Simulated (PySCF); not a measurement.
CuF, SMILES [F][Cu], multiplicity 1.

Geometry optimised at PBE0-D3(BJ)/def2-TZVPD. The spin state was assumed, not searched.

Level of theory: TDA-PBE/def2-TZVPD (PySCF 2.14.0).

Vertical excitations; the highest root listed may be one member of a degenerate set. The molecule is in vacuum. State labels are in the subgroup C2v.

Computed UV-visible absorptions:
```tsv
state	symmetry	energy (eV)	λ (nm)	f	main pairs
S1	B1	2.09	593	0.007	HOMO−2→LUMO (degenerate set)
S2	B2	2.09	593	0.007	HOMO−1→LUMO (degenerate set)
S3	A1	2.55	486	0.000	HOMO−3→LUMO (degenerate set)
S4	A2	2.55	486	0.000	HOMO−4→LUMO (degenerate set)
S5	A1	2.65	469	0.012	HOMO→LUMO 95 %
S6	B2	4.13	300	0.000	HOMO−5→LUMO (degenerate set)
S7	B1	4.13	300	0.000	HOMO−6→LUMO (degenerate set)
S8	A2	5.45	228	0.000	HOMO−1→LUMO+1, HOMO−2→LUMO+2 (degenerate set)
S9	A1	5.45	228	0.000	HOMO−1→LUMO+2, HOMO−2→LUMO+1 (degenerate set)
S10	A2	5.46	227	0.000	HOMO−2→LUMO+2 50 %, HOMO−1→LUMO+1 50 %
T1	A1	1.49	833	0	HOMO→LUMO 100 %
T2	B2	1.60	776	0	HOMO−1→LUMO (degenerate set)
T3	B1	1.60	776	0	HOMO−2→LUMO (degenerate set)
T4	A2	2.14	580	0	HOMO−4→LUMO 100 %
```
Triplets are in the Tamm–Dancoff approximation.
